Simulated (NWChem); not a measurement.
Species: SiH4Te; SMILES [SiH3][TeH]

Results from NWChem. The geometry was optimised at PBE0/def2-SVP (def2 core potentials past Kr).

### Question
Predict the results for PBE0/STO-3G, non-relativistic. Quantities: highest occupied level (eV); orbital gap (eV); dipole (D).

### Answer
highest occupied level (eV): -4.02
orbital gap (eV): 7.41
dipole (D): 2.24
